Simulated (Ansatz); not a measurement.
`C=C[Si](O)(O)C=C`. The species carries charge 0 and has multiplicity 1. The structure was optimised at the PBE0-D4/def2-TZVP level. It is one conformer, not always the lowest.

```xyz
15

C     0.306    2.042    0.553
C     1.053    0.941    0.504
Si    0.618   -0.593   -0.457
O     1.432   -1.868    0.204
O     1.107   -0.529   -2.020
C    -1.213   -0.874   -0.524
C    -2.080   -0.455    0.394
H     0.612    2.927    1.104
H    -0.647    2.109    0.036
H     2.000    0.952    1.044
H     1.270   -2.068    1.127
H     2.048   -0.576   -2.191
H    -1.596   -1.461   -1.358
H    -1.767    0.135    1.251
H    -3.142   -0.680    0.334
```

Q: What is the dipole moment at r2SCAN/def2-TZVPP? (Best estimate.)

A: Computed: 1.79 D, with components (0.13, 0.59, 1.69) D in this frame, pointing from negative to positive charge.

Q: And with PBE, B3LYP, ωB97M-V? (Best estimate.)

A: Ansatz gave: PBE 1.71 D, B3LYP 1.84 D, ωB97M-V 1.86 D.

Q: Give the Mulliken charges with r2SCAN, ωB97M-V, PBE in def2-TZVPP. (Estimate.)

A: The calculation gave: 
```
atom  r2SCAN  ωB97M-V    PBE
  C1   -0.13    -0.19  -0.18
  C2   -0.27    -0.30  -0.23
 Si3    0.72     0.72   0.55
  O4   -0.40    -0.36  -0.33
  O5   -0.42    -0.38  -0.36
  C6   -0.22    -0.26  -0.19
  C7   -0.15    -0.20  -0.18
  H8    0.08     0.11   0.10
  H9    0.09     0.11   0.10
 H10    0.08     0.11   0.09
 H11    0.19     0.17   0.18
 H12    0.20     0.17   0.19
 H13    0.07     0.10   0.09
 H14    0.08     0.11   0.09
 H15    0.08     0.11   0.10
```

B3LYP here is the variant with VWN-RPA as its local correlation; programs differ in this.
